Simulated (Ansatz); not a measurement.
`CSB[TeH]` + H₂ → `BSC` + H₂Te at 600 K and 1 bar (hydrogenolysis of a B–Te bond).

Gas-phase electronic energies from Ansatz, PBE0-D4/def2-TZVP geometries. CCSD(T)/CBS is the MP2 limit (def2-TZVPP, def2-QZVPP) plus CCSD(T) − MP2 in def2-TZVPP, frozen cores. This one scheme is used for every species. def2 core potentials past Kr. For Te outer-core shells are correlated without core-valence functions, which leaves a few kJ/mol of doubt a bond. Each species was taken in one conformer, which may not be the lowest.

```csv
species,CCSD(T)/CBS energy (Eh),H − E (kJ/mol),S (J/(mol·K))
`CSB[TeH]`,-731.39177,210.0,436.7
H₂,-1.17544,43.9,150.8
`BSC`,-463.64092,199.3,349.7
H₂Te,-268.91024,52.9,255.0
```

H − E and S are ideal-gas, rigid-rotor, harmonic terms from PBE0-D4/def2-TZVP, for one conformer and one mirror image of each species. The MP2-based limit puts H₂ 0.8 mEh under its directly extrapolated value; such offsets cancel only in part. 1 Eh = 2625.50 kJ/mol, R = 8.31446 J/(mol·K).

Problem. By hand: ΔE, ΔH, ΔS and ΔG.

Solution. ΔE = (-463.64092) + (-268.91024) − (-731.39177) − (-1.17544) = 0.01605 Eh = 42.1 kJ/mol. Δ(H − E) = 199.3 + 52.9 − 210.0 − 43.9 = -1.7, so ΔH = 40.4 kJ/mol. ΔS = 349.7 + 255.0 − 436.7 − 150.8 = 17.2 J/(mol·K). ΔG = 40.4 − 600 × (17.2)/1000 = 30.1 kJ/mol.

Problem. By hand: the equilibrium constant, and the temperature at which ΔG would vanish if ΔH and ΔS stayed fixed.

Solution. log₁₀ K = −ΔG/(RT ln 10) = -2.6. ΔG = 0 at ΔH/ΔS = 2349 K, though so small a ΔS makes that figure unsure.

ΔH outweighs TΔS. A doubt of 5 kJ/mol in ΔE shifts log₁₀ K by 0.4 here. Other conformers and mirror images would add mixing entropy, several J/(mol·K) or more a flexible species. Modes under 60 cm⁻¹, often nearly free rotors, make the harmonic entropy too high. These are equilibria of isolated gas molecules and say nothing of rates. Largest T1 diagnostic: 0.014 (customary marks: 0.02 for closed shells, 0.045 for open ones).
